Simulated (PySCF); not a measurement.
# Working out the ionisation energy of Be⁺

Be⁺ [He] 2s1 (2S) → Be²⁺ 1s2 (1S). Computed with PySCF 2.14 in aug-cc-pCVQZ-DK, with the spin-free X2C one-electron Hamiltonian (Gaussian nucleus). Frozen: nothing. Energies in hartree (1 hartree = 27.21139 eV):

| part | Be⁺ (lower) | Be²⁺ (upper) |
| --- | --- | --- |
| UHF | -14.279870 | -13.613616 |
| MP2 opposite-spin | -0.041662 | -0.040016 |
| MP2 same-spin | -0.000909 | 0.000000 |

Task: What does Hartree-Fock give?

Result: (-13.613616) − (-14.279870) = 0.666254 hartree = 18.130 eV.

Task: What do MP2 and SCS-MP2 (6/5 opposite-spin, 1/3 same-spin) give?

Result: The opposite-spin parts differ by 0.045 eV and the same-spin parts by 0.025 eV. MP2: 18.130 + (0.045) + (0.025) = 18.200 eV. SCS-MP2: 18.130 + 1.2 × (0.045) + (0.025)/3 = 18.192 eV.

Measured between the centres of the two terms (NIST): 18.211 eV, so MP2 (valence and next inner shell) is off by -0.011 eV.

What remains against the reference includes basis incompleteness and correlation beyond second order.
